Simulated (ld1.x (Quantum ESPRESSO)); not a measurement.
An odd input for ld1.x (Quantum ESPRESSO) 7.5 (Pb)

Command:

```bash
ld1.x < Pb.in > Pb.out
```

Input:

```
&input
   title='Pb', zed=82., rel=1, dft='PBE', iswitch=3,
   config='[Ar] 4f14 5d10 6s2 6p1',
   nld=3, rlderiv=2.25, eminld=-4.0, emaxld=5.0, deld=0.02
 /
 &inputp
   pseudotype=2, tm=.true., lloc=0,
   nlcc=.false.,
   file_pseudopw='Pb.UPF', file_wfcaegen='ae.wfc', file_wfcncgen='nc.wfc', file_beta='beta', file_chi='chi'
 /
3
6P  2  1   1.00   0.00  2.05  2.05  0.0
5D  3  2  10.00   0.00  1.20  1.20  0.0
6S  1  0   2.00   0.00  1.60  1.60  0.0
 &test
   configts(1)='5d10 6s2 6p1'
 /
```

This is an input that runs to its end, with one change: core typed as [Ar] in place of [Xe].

Problem. How does the run end?

Solution. The program runs through. The occupied levels of the test differ from the all-electron ones by at most 0.00002 Ry (unchanged input: 0.00000 Ry). The valence charge becomes 50 in place of 14, so this is not the intended potential. All-electron levels move: 5d -85.402 Ry (was -2.121), 6s -61.943 Ry (was -1.413), 6p -57.974 Ry (was -0.724). Messages: giving up minimization, the error is still 0.1030E-03.

```
     dft =PBE   lsd =0 sic =0 latt =0  beta=0.20 tr2=1.0E-14
     mesh =1281 r(mesh) =  98.81810 xmin = -7.00 dx = 0.01250

     n l     nl             e AE (Ry)        e PS (Ry)    De AE-PS (Ry)
     3 2     5D   1(10.00)      -85.40182      -85.40180       -0.00002
     1 0     6S   1( 2.00)      -61.94256      -61.94255       -0.00002
     2 1     6P   1( 1.00)      -57.97389      -57.97389       -0.00000

     eps = 2.0E-15  iter = 19

     Etot =  -37023.549166 Ry,  -18511.774583 Ha, -503731.048282 eV
     Etotps = -1244.206891 Ry,    -622.103446 Ha,  -16928.297144 eV

     Ekin =     295.803909 Ry,     147.901955 Ha,    4024.617215 eV
     Encl =   -1217.718065 Ry,    -608.859032 Ha,  -16567.898300 eV
     Ehrt =     217.557422 Ry,     108.778711 Ha,    2960.019525 eV
     Ecxc =     -30.827462 Ry,     -15.413731 Ha,    -419.428988 eV
     Epseu=    -509.022696 Ry,    -254.511348 Ha,   -6925.606596 eV

     ---------------------- End of pseudopotential test ----------------------
```
